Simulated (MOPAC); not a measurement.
MOPAC input (PM7):

```
PM7 1SCF GEO-OK AUX(PRECISION=9) THREADS=1
BrIn

In   -0.00000000 1   -0.00000000 1   -1.08152200 1
Br    0.00000000 1    0.00000000 1    1.51413000 1
```

From the output:

```
                                                       MOPAC v23.2.5 Linux

          FINAL HEAT OF FORMATION =         -2.40014 KCAL/MOL =     -10.04220 KJ/MOL

          COSMO AREA              =         96.46 SQUARE ANGSTROMS
          COSMO VOLUME            =         81.65 CUBIC ANGSTROMS

          IONIZATION POTENTIAL    =          8.884782 EV
          HOMO LUMO ENERGIES (EV) =         -8.885  0.535
          NO. OF FILLED LEVELS    =          5
          MOLECULAR WEIGHT        =        194.7240         POINT GROUP:  C*v

          MOLECULAR DIMENSIONS (Angstroms)

            Atom       Atom       Distance
           Br     2   In     1     2.59565
           Br     2   In     1     0.00000
           In     1   Br     2     0.00000

          SCF CALCULATIONS        =          1

   ATOM   CHEMICAL          X               Y               Z
  NUMBER   SYMBOL      (ANGSTROMS)     (ANGSTROMS)     (ANGSTROMS)

     1      In         -0.00000000  *  -0.00000000  *  -1.08152200  *
     2      Br          0.00000000  *   0.00000000  *   1.51413000  *

                             CARTESIAN COORDINATES

   1   In       -0.000000000    -0.000000000    -1.081522000
   2   Br        0.000000000     0.000000000     1.514130000

           Empirical Formula: In Br  =     2 atoms

      MOLECULAR POINT GROUP   :   C*v

                  EIGENVALUES
 -24.71264 -11.42972 -10.35751  -9.23827  -8.88478   0.53480   0.62195   3.85757
 270.93365 271.01003 271.11655 271.50309 271.51070

              NET ATOMIC CHARGES AND DIPOLE CONTRIBUTIONS

  ATOM NO.   TYPE          CHARGE      No. of ELECS.   s-Pop       p-Pop       d-Pop
    1         In           0.548994        2.4510     0.05794     2.39306
    2         Br          -0.548994        7.5490     1.96018     5.58814     0.00068
 DIPOLE           X         Y         Z       TOTAL
 POINT-CHG.     0.000     0.000    -6.845     6.845
 HYBRID        -0.000     0.000    -1.391     1.391
 SUM           -0.000     0.000    -8.236     8.236

          ATOMIC ORBITAL ELECTRON POPULATIONS

     Atom    s        px        py        pz      x^2-y^2     xz        z^2       yz        xy
    1 In   0.05794   1.99971   0.03631   0.35704
    2 Br   1.96018   1.99996   1.96362   1.62456   0.00000   0.00032   0.00029   0.00007   0.00000

 **********************
 *                    *
 * JOB ENDED NORMALLY *
 *                    *
 **********************

 == MOPAC DONE ==
```

The geometry given is a B3LYP-D3(BJ)/def2-TZVP minimum.
